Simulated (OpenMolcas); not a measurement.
# Mn2+: from RASSCF to RASPT2

```
Program             : OpenMolcas 26.06
Basis               : ANO-R2 [7s4p4d2f1g]
Scalar Hamiltonian  : X2C, finite nucleus
Active space        : 11 electrons in 8 orbitals (RAS1 3p, at most 2 holes; RAS2 3d)
State averaging     : 2S+1 = 6 even, 1 root; 2S+1 = 4 even, 24 roots; 2S+1 = 2 even, 58 roots
Spin-orbit coupling : RASSI with atomic mean-field integrals over the reference wave functions, term energies averaged over their components
```

Methods on the same reference wave functions:
A. RASSCF
B. SS-RASPT2, IPEA 0.25 Eh, imaginary shift 0.1 Eh (closed shells correlated: 3s)
C. MS-RASPT2, IPEA 0.25 Eh, imaginary shift 0.1 Eh (closed shells correlated: 3s)

Energies in cm⁻¹ above 3d⁵ ⁶S_5/2, the measured ground level; measured values from Corliss and Sugar, J. Phys. Chem. Ref. Data 6, 1253 (1977).

| Level | A | B | C | Measured |
| --- | --- | --- | --- | --- |
| 3d⁵ ⁶S_5/2 | 0.0 | 0.0 | 0.0 | 0.0 |
| 3d⁵ ⁴G_5/2 | 33004 | 27820 | 27820 |  |
| 3d⁵ ⁴G_7/2 | 33022 | 27840 | 27840 | 26860 |
| 3d⁵ ⁴G_11/2 | 33027 | 27850 | 27850 | 26824 |
| 3d⁵ ⁴G_9/2 | 33033 | 27850 | 27850 |  |
| 3d⁵ ⁴P_5/2 | 33627 | 30580 | 30580 | 29168 |
| 3d⁵ ⁴P_3/2 | 33654 | 30620 | 30620 |  |
| 3d⁵ ⁴P_1/2 | 33678 | 30660 | 30660 |  |
| 3d⁵ ⁴D_7/2 | 38983 | 33710 | 33710 | 32307 |
| 3d⁵ ⁴D_1/2 | 39010 | 33750 | 33750 | 32369 |
| 3d⁵ ⁴D_3/2 | 39025 | 33780 | 33780 |  |
| 3d⁵ ⁴D_5/2 | 39027 | 33790 | 33790 | 32384 |
| 3d⁵ ²D_5/2(1) [74 %] | 48041 | 43310 | 43300 | 41238 |
| 3d⁵ ²I_11/2 | 48317 | 40570 | 40570 | 39174 |
| 3d⁵ ²I_13/2 | 48364 | 40610 | 40610 | 39176 |
| 3d⁵ ²D_3/2(1) | 48386 | 43690 | 43680 | 41570 |
| 3d⁵ ²F_7/2(1) | 49672 | 44730 | 44680 | 42606 |
| 3d⁵ ²F_5/2(1) [69 %] | 50091 | 45180 | 45170 | 43105 |
| 3d⁵ ⁴F_9/2 | 51751 | 45560 | 45560 | 43573 |
| 3d⁵ ⁴F_7/2 | 51761 | 45570 | 45580 | 43602 |
| 3d⁵ ⁴F_5/2 | 51790 | 45650 | 45660 | 43669 |
| 3d⁵ ⁴F_3/2 | 51816 | 45670 | 45670 | 43675 |
| 3d⁵ ²H_9/2 | 55273 | 48530 | 48530 | 46516 |
| 3d⁵ ²H_11/2 | 55404 | 48700 | 48700 | 46671 |

Deviations, from unrounded energies. A percentage is the sum of absolute deviations over the sum of measured energies, with the sign that they share, or ± where signs differ.

| Against measurement | Levels | A | B | C |
| --- | --- | --- | --- | --- |
| mean absolute deviation (cm-1) | 18 | 7400 | 1700 | 1700 |
| other terms of the ground configuration (%) | 18 | +19.1 | +4.4 | +4.4 |

B, C lie about equally close to measurement and A furthest from it. The largest miss of C in the table is 3d⁵ ²D_3/2(1), by +2100 cm-1. The ranking rests on the paired levels alone, and a cruder setting can come out closer through cancelling errors.

Between B and C the level of the table that moves most is 3d⁵ ²F_7/2(1), by 48 cm-1 (lowest in C, highest in B). Moves below CASPT2's spread within the term are not significant.

The two smallest mean deviations differ by little beside CASPT2's spread within terms, so their order carries little weight.

From A to B the spin-free energies of the other terms of 3d⁵ shown, above ⁶S, scale by factors of 0.84 to 0.91, as is usual when dynamic correlation screens the repulsion within a d or f shell.

The lowest spin-free term lies below A's lowest term by 0.399 hartree in B, 0.399 hartree in C.

Term energies are means over components that CASPT2 splits; among the terms shown or strongly mixed into the levels shown the widest spread is 940 cm-1 (3d⁵ ²I, C). Active for correlation alone: 3p; no level in the range computed is led by a configuration that opens it, so any true level of that kind is missing. Without dynamic correlation excited terms often stand tens of per cent too high (terms of higher spin than the ground term too low), and those without a measured partner can miss by more than the paired ones (holds for A). Computed and measured levels are paired by configuration, term and J; levels that our copy of the source lacks, or whose pairing is in doubt (as where it misses far off the trend of its configuration), stay unpaired and out of the deviations. Levels of configurations outside the active space are missing. The table leaves out levels that lie high or whose names do not pair safely across all columns.

A share in square brackets marks a mixed level and gives the weight of the term that names it, the lowest over the columns. A number in round brackets counts repeated terms of one configuration in the order of the reference energies.
